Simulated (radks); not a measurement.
Gd I, configuration [Xe] 4f7 5d1 6s2. Calculated with a radial shooting solver on a logarithmic mesh with Libxc functionals: Dirac Kohn-Sham, LDA (Slater exchange, Perdew-Wang correlation), spin-unpolarised, spherical densities, point nucleus; open shells fill j = l - 1/2 first.

Unscreened Slater integrals over Kohn-Sham orbitals (cm^-1). Large and small components are both included. Empty in this configuration: 5d5/2.

F0(5d3/2,5d3/2): 72430
F2(5d3/2,5d3/2): 35409
F0(5d3/2,6s1/2): 56851
G2(5d3/2,6s1/2): 18769
F0(5d3/2,4f7/2): 96639
F2(5d3/2,4f7/2): 22121
G3(5d3/2,4f7/2): 8617.8
G5(5d3/2,4f7/2): 6424.2
F0(5d3/2,4f5/2): 96781
F2(5d3/2,4f5/2): 21832
G1(5d3/2,4f5/2): 10939
G3(5d3/2,4f5/2): 8365.6
F0(5d3/2,5d5/2): 71119
F2(5d3/2,5d5/2): 34681
G2(5d3/2,5d5/2): 34661
G4(5d3/2,5d5/2): 22172
F0(6s1/2,6s1/2): 50037
F0(6s1/2,4f7/2): 65514
G3(6s1/2,4f7/2): 2204.0
F0(6s1/2,4f5/2): 65566
G3(6s1/2,4f5/2): 2147.3
F0(6s1/2,5d5/2): 56270
G2(6s1/2,5d5/2): 19464
F0(4f7/2,4f7/2): 235370
F2(4f7/2,4f7/2): 109810
F4(4f7/2,4f7/2): 68504
F6(4f7/2,4f7/2): 49174
F0(4f7/2,4f5/2): 237000
F2(4f7/2,4f5/2): 110660
F4(4f7/2,4f5/2): 69047
G2(4f7/2,4f5/2): 110420
G4(4f7/2,4f5/2): 68905
G6(4f7/2,4f5/2): 49468
F0(4f7/2,5d5/2): 93680
F2(4f7/2,5d5/2): 20748
F4(4f7/2,5d5/2): 9870.8
G1(4f7/2,5d5/2): 10388
G3(4f7/2,5d5/2): 7917.7
G5(4f7/2,5d5/2): 5910.8
F0(4f5/2,4f5/2): 238650
F2(4f5/2,4f5/2): 111530
F4(4f5/2,4f5/2): 69609
F0(4f5/2,5d5/2): 93811
F2(4f5/2,5d5/2): 20469
F4(4f5/2,5d5/2): 9675.4
G1(4f5/2,5d5/2): 9975.9
G3(4f5/2,5d5/2): 7672.2
G5(4f5/2,5d5/2): 5743.1
F0(5d5/2,5d5/2): 69871
F2(5d5/2,5d5/2): 34027
F4(5d5/2,5d5/2): 21745
